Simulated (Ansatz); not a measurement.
Which isomer of FGeH5OSi gives these data?

These gas-phase data were calculated for one isomer of FGeH5OSi at B3LYP/6-31G* (harmonic, unscaled wavenumbers; equilibrium rotational constants with average atomic masses):

```
rotational constants            : 10, 1.481, 1.359 GHz
all wavenumbers above 1500 cm⁻¹ : 2301, 2266, 2153, 2142, 2117
dipole moment                   : 1.82 D (PBE0/def2-TZVPD)
```

Candidates:

(1) `F[SiH2][O][GeH3]`, a singlet
(2) `O[Si@H](F)[GeH3]`, a singlet

Question: Which structure fits?

Answer: Candidate (1). No mode falls between 3300 and 4000 cm⁻¹, where the O–H stretch of (2) would stand.

The same quantities for all candidates:

```
     rotational constants (GHz)   wavenumbers above 1500 cm⁻¹  dipole (D)  E above the lowest, B3LYP/6-31G* (kcal/mol)
(1)            10, 1.481, 1.359  2301, 2266, 2153, 2142, 2117        1.82                                          0.0
(2)         6.131, 1.764, 1.481  3783, 2237, 2126, 2119, 2106        1.44                                          7.6
```

Harmonic stretches to hydrogen usually lie a few per cent above observed fundamentals. Each candidate is one conformer. Programs: Ansatz 0.2.0.
